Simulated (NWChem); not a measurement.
**Atomisation of tert-butyl chloride (C4H9Cl)**

```
C
C 1 1.5275
H 2 1.1000 1 111.05
H 2 1.1000 3 108.31 1 -122.20
H 2 1.1035 3 108.32 4 -117.28
C 1 1.5275 2 111.83 3 -177.18
H 6 1.1000 1 111.05 2 177.18
H 6 1.1000 7 108.31 1 122.20
H 6 1.1035 7 108.32 8 117.28
C 1 1.5275 2 111.82 3 56.55
H 10 1.1000 1 111.06 2 -56.55
H 10 1.1000 11 108.33 1 122.21
H 10 1.1035 11 108.31 12 117.28
Cl 1 1.8557 2 107.00 3 -60.32
```
Charge 0, spin multiplicity 1.

The numbers come from NWChem runs, not from measurements. Structure: optimised with B3LYP/def2-SVP, held to Cs symmetry and with no frequency check, so it may be a saddle point.

Basis set: def2-SVP. The atomisation energy is electronic alone: no zero-point, thermal, spin-orbit or counterpoise terms. No value is extrapolated to the basis-set limit. Free atoms are single determinants with multiplicities C 3, Cl 2, H 2. Correlated methods freeze the same cores in atoms and molecule, 9 orbitals in all.

```tsv
method	atomisation energy (kcal/mol)	relative cost
PBE	1310.3	under 3
MP2	1243.5	under 3
HF	986.2	1
PBE0	1298.5	under 3
B3LYP	1280.5	under 3
r2SCAN	1295.4	under 3
M06-2X	1289.8	under 3
BP86	1319.7	under 3
```

The values span 333.5 kcal/mol, from HF (lowest) to BP86 (highest). Relative cost: rough, from shared machines, SCF included, HF = 1. Costs are the molecule's.

B3LYP has NWChem's definition, with VWN1-RPA local correlation. The stability of the SCF solutions was not checked. Open-shell Hartree-Fock references start from PBE0 orbitals; any time given for them includes that run.
